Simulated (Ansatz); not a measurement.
Consider the redistribution: `C[O][GeH]([F])[Cl]` + `N#[C][AlH][OH]` → `C[O][GeH]([F])[C]#N` + `[OH][AlH][Cl]`.

Program: Ansatz. Geometries: PBE0-D4/def2-TZVP. ΔE: electronic, gas phase. CBS: MP2 limit from def2 TZ/QZ plus the TZ coupled-cluster correction, frozen cores. This one scheme is used for every species. Functionals use def2-TZVPP. For Ge outer-core shells are correlated without core-valence functions, which leaves a few kJ/mol of doubt a bond. Scalar relativity is left out up to krypton. One conformer a species, not always the lowest.

Is it downhill or uphill in electronic energy at CCSD(T)/CBS, and by how much? (Best estimate.)

The calculation gave: Downhill: ΔE = -36.3 kJ/mol.

What do these levels give: r2SCAN-D4, BHLYP-D4, ωB97X-V, PBE0, CCSD/def2-SVP, HF/def2-TZVPP? (Estimate.)

Ansatz gave: r2SCAN-D4 -33.1, BHLYP-D4 -32.8, ωB97X-V -33.9, PBE0 -34.0, CCSD/def2-SVP -39.4, HF/def2-TZVPP -34.2 kJ/mol.

Largest T1 diagnostic among the species: 0.014.

In def2-TZVPP, CCSD(T) changes the Hartree–Fock value by −3.1 kJ/mol (the triples alone add +0.3 kJ/mol) and MP2 by −3.9 kJ/mol. Leaving LDA and LC-ωPBE aside and taking each functional with its dispersion term where it has one, the values, not all of them listed here, spread over 6.2 kJ/mol, from PBE-QIDH to B97M-V.
